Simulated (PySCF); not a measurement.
NMR data sheet: C$_{5}$H$_{12}$OSi$_{2}$

- Formula: C5H12OSi2
- SMILES: CC(C)O[SiH2]C#C[SiH3]
- Point group of the computed structure: C1
- Degrees of unsaturation: 2
- Carbon signals: 4
- Proton signals: 4

Numbering as in the mapped SMILES `[CH3:1][CH:2]([CH3:3])[O:4][SiH2:5][C:6]#[C:7][SiH3:8]`; H(Xn) means a hydrogen on atom n.

PySCF 2.14 calculation with NMR shieldings at PBE0/pcSseg-1/GIAO and geometry from PBE0-D3(BJ)/def2-SVP; no relativistic terms, single conformer, gas phase, equivalent nuclei averaged.

Shifts are taken against calculated references (same method and geometry level): TMS for 1H and 13C and 29Si; 17O against H2O.

| carbon | δC, type | δH (multiplicity) | HMBC from (2–3 bonds) | span of the C tensor (ppm) |
| --- | --- | --- | --- | --- |
| C1/C3 | 26.4, CH3 | 1.28 (d) | H(C2), H(C1)/H(C3) | 44 |
| C2 | 70.0, CH | 3.74 (sept) | H(Si5), H(C1)/H(C3) | 71 |
| C6 | 122.1, C | – | H(Si5), H(Si8) | 305 |
| C7 | 111.7, C | – | H(Si5), H(Si8) | 276 |

Other nuclei:
```
 atoms  nucleus                           environment  δ (ppm)  σ (ppm)
H(Si5)       1H  hydrogen on a silicon bonded to C, O     4.80    26.46
H(Si8)       1H     hydrogen on a silicon bonded to C     4.18    27.08
   Si5     29Si           silicon bonded to C, O, 2 H    -51.2    403.2
   Si8     29Si              silicon bonded to C, 3 H    -96.2    448.2
    O4      17O                oxygen bonded to C, Si     61.3    273.3
```

- Carbon types of the structure: 2 × C, 1 × CH, 2 × CH3, leaving 5 H on heteroatoms.
- δC 122.1, 111.7: alkyne carbon.
- δC 70.0: sp3 CH bonded to O; pulled downfield by the heteroatom.
- δC 26.4: methyl carbon; aliphatic region, no heteroatom directly attached.
- δH 4.80: hydrogen on a silicon bonded to C, O.
- δH 3.74: hydrogen on an sp3 CH bonded to O; its carbon carries O, which withdraws density.

Shifts are as computed. Against solution values, carbons near 30 ppm lie about +2 ppm off and those near 130 ppm about +5 ppm. Of 1211 compounds with measured shifts, 218 miss one by over three times the rms of a fit or turn the order of signals round; such compounds aren't used in these exercises. Experimental scales use liquid or dissolved standards, which lie at an offset from isolated H2O (liquid H2O: subtract about 36 ppm). Multiplicities follow the n + 1 count of equivalent neighbours, as no J values were calculated; m marks all less simple cases, F and P coupling included.
